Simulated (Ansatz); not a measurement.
C4H8Si (SMILES C=CC(=C)[SiH3]) moved off its minimum; all values from Ansatz (a program for electronic structure), cores frozen in correlated methods.
(charge 0, multiplicity 1)
```xyz
13

C      1.12324     0.80367    -1.68386
C      1.16893     0.66187    -0.40887
C      0.11617     0.06277     0.52831
C      0.48220     0.11562     1.82870
Si    -1.22594    -0.63821    -0.18559
H      0.28547     0.23105    -2.27409
H      1.92100     1.25641    -2.10156
H      2.16574     1.08544     0.21101
H      1.39084     0.51376     2.41224
H     -0.29130    -0.40854     2.58907
H     -2.06478     0.33134    -0.99061
H     -2.14642    -1.28741     0.99234
H     -1.16182    -1.72832    -1.04029
```

**Question.** Give the forces (eV/Å), the total energy and the dipole at CCSD(T)/aug-cc-pV(T+d)Z.

**Answer.** 
```csv
atom,Fx,Fy,Fz
C1,-3.750,-2.676,-2.639
C2,1.880,0.644,6.174
C3,7.167,3.087,1.229
C4,-2.016,-1.676,3.394
Si5,-7.101,-1.525,0.463
H6,1.665,1.613,0.729
H7,2.219,1.329,-2.153
H8,-2.726,-0.961,-1.698
H9,-1.212,-0.354,-1.733
H10,1.750,1.285,-1.590
H11,0.329,-0.073,0.400
H12,0.923,0.934,-1.168
H13,0.873,-1.626,-1.408
```
Energy -445.8873 hartree, dipole 1.70 D.

Doubts at one or more of the structures used: a restricted determinant that unrestricted orbitals would lower (CCSD(T)/aug-cc-pV(T+d)Z).
